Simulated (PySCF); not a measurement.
C₆ coefficients of unlike pairs at PBEsol

Calculated with PySCF 2.14 from the dipole response of each species, C₆(A,B) = (3/π) ∫ α_A(iu) α_B(iu) du, in atomic units, from isotropic polarisabilities. For ions this is the dispersion term alone; charge-induced terms of lower order in 1/R come first.

| species | configuration | basis | relativity | α (bohr³) | C₆ (like pair) |
| --- | --- | --- | --- | --- | --- |
| O³⁺ | [He] 2s2 2p1 (2P) | aug-cc-pwCVTZ (7s6p4d2f) | none | 1.348 | 1.262 |
| Re²⁺ | [Xe] 4f14 5d5 (6S) | aug-cc-pVQZ-PP with ECP60MDF (7s7p6d4f3g2h) | core potential | 12.46 | 77.42 |
| P²⁺ | [Ne] 3s2 3p1 (2P) | dyall-av2z (13s9p2d) | none | 9.206 | 33.16 |
| Ni²⁺ | [Ar] 3d8 (3F) | x2c-QZVPPall with one added diffuse shell each of s, p, d, f, g type (12s8p7d5f3g) | spin-free X2C | 3.511 | 9.880 |

Q: Estimate C₆ for Ni²⁺ with O³⁺.

A: The integral gives 3.508. The combination rule 2 C_A C_B / (C_A α_B/α_A + C_B α_A/α_B) gives 3.522 and the geometric mean 3.531.

No spin-orbit coupling is included.

The other pairs:

```json
{"pair": "P²⁺, Re²⁺", "C₆": "49.53"}
{"pair": "Ni²⁺, P²⁺", "C₆": "16.51"}
{"pair": "Ni²⁺, Re²⁺", "C₆": "26.99"}
{"pair": "P²⁺, O³⁺", "C₆": "6.133"}
{"pair": "Re²⁺, O³⁺", "C₆": "9.812"}
```
